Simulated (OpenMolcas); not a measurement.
## GeSiH4F2 (SMILES F[SiH](F)[GeH3]): methods side by side

GeSiH4F2: 8 atoms, total charge 0, spin state singlet. SMILES: `F[SiH](F)[GeH3]`. The shape is that of a PBE0-D4/def2-TZVP optimisation.

```xyz
8

F     1.3018   -1.4186    1.1974
Si    1.1399   -0.1266    0.2809
F     1.9831   -0.3864   -1.0447
Ge   -1.1515    0.1644   -0.2813
H     1.7765    1.0042    0.9949
H    -1.9700    0.3896    0.9988
H    -1.6823   -1.0766   -1.0112
H    -1.3055    1.3929   -1.1904
```

Quantity: the energy change with the Si2–F3 bond stretched from 1.592 to 1.831 Å, in eV. The values are calculated.

| level | kind | program | value (eV) | less CCSD(T)/def2-SVP | CPU time (all runs) |
| --- | --- | --- | --- | --- | --- |
| HF/def2-SVP (unrestricted) | Hartree–Fock | OpenMolcas | 0.66 | +0.15 | 17 s |
| SVWN5/def2-SVP (restricted) | LDA | OpenMolcas | 0.55 | +0.04 | 44 s |
| revPBE/def2-SVP (restricted) | GGA | OpenMolcas | 0.36 | -0.15 | 61 s |
| TPSS/def2-SVP (restricted) | meta-GGA | OpenMolcas | 0.44 | -0.07 | 78 s |
| BHLYP/def2-SVP (restricted) | global hybrid | OpenMolcas | 0.62 | +0.11 | 51 s |
| PBE0/def2-SVP (restricted) | global hybrid | OpenMolcas | 0.53 | +0.02 | 60 s |
| B2PLYP/def2-SVP (restricted) | double hybrid | OpenMolcas | 0.51 | 0.00 | 49 s |
| MP2/def2-SVP (restricted) | perturbation theory | OpenMolcas | 0.51 | 0.00 | 19 s |
| CCSD(T)/def2-SVP (Cholesky decomposition) (restricted) | coupled cluster or CI | OpenMolcas | 0.51 | 0.00 | 8.7 min |

CCSD(T)/def2-SVP (Cholesky decomposition) (restricted) is the highest level here, not the true value. All-electron rows without a relativistic Hamiltonian named are non-relativistic. The first shape isn't each level's own minimum. The values span 0.36 to 0.66 eV. In the correlated wave-function rows the outer d shell of Ge is correlated, in sets not made for it. CPU times are rough (shared hosts, several kinds of processor and program).
